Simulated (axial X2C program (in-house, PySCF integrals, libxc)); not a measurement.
# Spin–orbit effects down a group: molecules with Y (ions), PBE0

Computed with an in-house all-electron X2C program for linear molecules (integrals from PySCF), spin-free (one-electron X2C) or two-component (2c: spin–orbit coupling with atomic mean-field Coulomb and Gaunt terms, which also bring small scalar terms), in Dyall basis sets with cores contracted in-house; open shells are unrestricted.

Basis sets: O dyall-av3z, S dyall-av3z, Se dyall-cv3z, Y dyall-cv3z.

```
molecule  spin-free state  Re (Å)  ωe (cm⁻¹)  De (eV)  2c state  Re 2c (Å)  ωe 2c (cm⁻¹)  De 2c (eV)
     YO⁺   M_S = 0, Λ = 0   1.726      963.3      n/a     Ω = 0      1.726         963.6         n/a
     YS⁺   M_S = 0, Λ = 0   2.210      549.3      n/a     Ω = 0      2.209         549.4         n/a
    YSe⁺   M_S = 0, Λ = 0   2.343      381.9      n/a     Ω = 0      2.343         381.3         n/a
```

(1) Work out the shifts from the spin-free to the two-component result.

Fragments in 2c: Y+ + O, Y+ + S, Y+ + Se. Each entry is the lowest single determinant of a limited PBE0 search at one distance. De goes to single-determinant-based atoms at the same level (for ions the charge split of lowest energy) and is withheld (n/a) where an atom does not fit its ground term or J level. Main or longest-lived isotopes. The functionals have no current term, which raises determinants with orbital currents.

## Answers

(1) 

```
molecule  2c state  ΔRe (Å)  Δωe (cm⁻¹)  ΔDe (eV)
     YO⁺     Ω = 0    0.000         0.3       n/a
     YS⁺     Ω = 0   -0.001         0.1       n/a
    YSe⁺     Ω = 0    0.000        -0.6       n/a
```

Shifts of one unit in the last digit are rounding.
